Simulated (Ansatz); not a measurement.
`CO[CH2][GaH2]` + `NB1CS1` → `[GaH2][NH]B1CS1` + `COC` at 298.15 K and 1 bar (ligand exchange at a Ga–C bond).

Computed with Ansatz on PBE0-D4/def2-TZVP structures; ΔE is electronic, products minus reactants. CCSD(T)/CBS is the MP2 limit (def2-TZVPP, def2-QZVPP) plus CCSD(T) − MP2 in def2-TZVPP, frozen cores. For Ga outer-core shells are correlated without core-valence functions, which leaves a few kJ/mol of doubt a bond. Scalar relativity is left out up to krypton. One conformer a species, not always the lowest.

| species | CCSD(T)/CBS energy (Eh) | H − E (kJ/mol) | S (J/(mol·K)) |
| --- | --- | --- | --- |
| `CO[CH2][GaH2]` | -2079.37706 | 236.3 | 354.7 |
| `NB1CS1` | -517.77714 | 169.6 | 288.4 |
| `[GaH2][NH]B1CS1` | -2442.32425 | 184.6 | 352.3 |
| `COC` | -154.86276 | 223.4 | 264.2 |

H − E and S are ideal-gas, rigid-rotor, harmonic terms from PBE0-D4/def2-TZVP, for one conformer and one mirror image of each species. 1 Eh = 2625.50 kJ/mol, R = 8.31446 J/(mol·K).

Task: By hand: ΔE, ΔH, ΔS and ΔG.

Result: ΔE = (-2442.32425) + (-154.86276) − (-2079.37706) − (-517.77714) = -0.03281 Eh = -86.1 kJ/mol. Δ(H − E) = 184.6 + 223.4 − 236.3 − 169.6 = 2.1, so ΔH = -84.0 kJ/mol. ΔS = 352.3 + 264.2 − 354.7 − 288.4 = -26.6 J/(mol·K). ΔG = -84.0 − 298.15 × (-26.6)/1000 = -76.1 kJ/mol.

Task: By hand: the equilibrium constant, and the temperature at which ΔG would vanish if ΔH and ΔS stayed fixed.

Result: log₁₀ K = −ΔG/(RT ln 10) = 13.3. ΔG = 0 at ΔH/ΔS = 3158 K, far beyond where these terms or the molecules hold.

ΔH outweighs TΔS. A doubt of 5 kJ/mol in ΔE shifts log₁₀ K by 0.9 here. Other conformers and mirror images would add mixing entropy, several J/(mol·K) or more a flexible species. Modes under 60 cm⁻¹, often nearly free rotors, make the harmonic entropy too high. These are equilibria of isolated gas molecules and say nothing of rates. Largest T1 diagnostic: 0.014 (customary marks: 0.02 for closed shells, 0.045 for open ones).
